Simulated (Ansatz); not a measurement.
C4H12Ge (`[CH3][Ge]([CH3])([CH3])[CH3]`). The species carries charge 0 and has multiplicity 1. The geometry is a stationary point of PBE0-D4/def2-TZVP.

```xyz
17

C     0.769   -1.097    1.429
Ge    0.000    0.000    0.000
C    -1.489    1.053    0.715
C    -0.652   -1.162   -1.436
C     1.372    1.206   -0.708
H     1.142   -0.468    2.239
H     0.019   -1.776    1.839
H     1.601   -1.695    1.050
H    -1.932    1.674   -0.066
H    -1.146    1.708    1.519
H    -2.266    0.399    1.115
H    -1.089   -0.569   -2.242
H    -1.417   -1.845   -1.061
H     0.164   -1.756   -1.851
H     2.212    0.638   -1.113
H     0.963    1.828   -1.507
H     1.750    1.863    0.078
```

(1) What is the dipole moment at PBE/def2-TZVPP? (Estimate.)

(2) Give the Mulliken charges with PBE, B3LYP, r2SCAN in def2-TZVPP. (An estimate is asked.)

Results:

(1) The calculation gave: 0.00 D, zero by symmetry or nearly so.

(2) The calculation gave: 
```tsv
atom	PBE	B3LYP	r2SCAN
C1	-0.39	-0.40	-0.31
Ge2	0.37	0.42	0.37
C3	-0.39	-0.40	-0.31
C4	-0.39	-0.40	-0.31
C5	-0.39	-0.40	-0.31
H6	0.10	0.10	0.07
H7	0.10	0.10	0.07
H8	0.10	0.10	0.07
H9	0.10	0.10	0.07
H10	0.10	0.10	0.07
H11	0.10	0.10	0.07
H12	0.10	0.10	0.07
H13	0.10	0.10	0.07
H14	0.10	0.10	0.07
H15	0.10	0.10	0.07
H16	0.10	0.10	0.07
H17	0.10	0.10	0.07
```

B3LYP here is the variant with VWN-RPA as its local correlation; programs differ in this.

All numbers were calculated with Ansatz.
